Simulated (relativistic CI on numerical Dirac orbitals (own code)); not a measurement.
# Slater and spin-orbit integrals, Pd XXV

Method of calculation: Dirac-Coulomb-Breit CI, separate exchange-only KLI orbitals for each configuration, a model potential for QED, unscaled Slater integrals (own radial code, finite nucleus).

Slater integrals F^k, G^k are unscaled and averaged over j, outside the closed core [Ne]; ζ comes from projecting the Hamiltonian with its Breit term on Σ l·s of the shell.

- 3s2 3p6 3d4: F^2(3d,3d) = 320440, F^4(3d,3d) = 206210, ζ(3d) = 21591 cm⁻¹; <r>(3d) = 0.3162, <r^2>(3d) = 0.1166 (bohr units).
- 3s2 3p5 3d5: ζ(3p) = 174640, F^2(3d,3d) = 319620, F^4(3d,3d) = 205660, F^2(3p,3d) = 284560, G^1(3p,3d) = 313590, G^3(3p,3d) = 206320, ζ(3d) = 21262 cm⁻¹; <r>(3p) = 0.3494, <r^2>(3p) = 0.141, <r>(3d) = 0.3169, <r^2>(3d) = 0.1171 (bohr units).
- 3s 3p6 3d5: F^2(3d,3d) = 319320, F^4(3d,3d) = 205460, G^2(3s,3d) = 236700, ζ(3d) = 21451 cm⁻¹; <r>(3s) = 0.356, <r^2>(3s) = 0.1444, <r>(3d) = 0.3172, <r^2>(3d) = 0.1174 (bohr units).

(1) Give the Racah parameters of the d shell in 3s2 3p6 3d4.

Averages of the first 10 configurations, taken without configuration mixing, which lowers the lowest level and can move excited configurations by several eV; other configurations of the list can lie among them:

```csv
Configuration,Parity,States,Average energy above the lowest level (eV)
3s2 3p6 3d4,even,210,24.1
3s2 3p5 3d5,odd,1512,202.7
3s 3p6 3d5,even,504,333.4
3s2 3p6 3d3 4s,even,240,509.7
3s2 3p6 3d3 4p,odd,720,555.9
3s2 3p6 3d3 4d,even,1200,621.8
3s2 3p6 3d3 4f,odd,1680,681.4
3s2 3p5 3d4 4s,odd,2520,683.3
3s2 3p6 3d2 4s 4p,odd,540,1060.3
3s 3p6 3d4 4s,even,840,815.2
```

Results:

(1) B = F²/49 − 5F⁴/441 = 4202 cm⁻¹ and C = 35F⁴/441 = 16366 cm⁻¹.
